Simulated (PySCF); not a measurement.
A structure optimised at PBE0-D3(BJ)/def2-SVP, used in a PySCF frequency run:

```
C
H 1 1.1046
H 1 1.1046 2 105.67
C 1 1.5283 2 111.04 3 120.48
H 4 1.1003 1 111.49 2 -58.63
H 4 1.1006 5 107.70 1 -122.24
H 4 1.1006 5 107.70 6 -115.52
Si 1 1.8518 2 107.46 3 -114.51
F 8 1.6189 1 109.52 2 178.67
F 8 1.6189 9 106.10 1 -118.12
H 8 1.4823 9 107.99 10 -115.58
```
Charge 0, spin multiplicity 1.

Problem. Write its SMILES, formula and point group.

Solution. CC[SiH](F)F, C2H6F2Si, Cs

Problem. What are its rotational constants (standard atomic weights)?

Solution. 5.1023, 2.9285, 2.4412 GHz
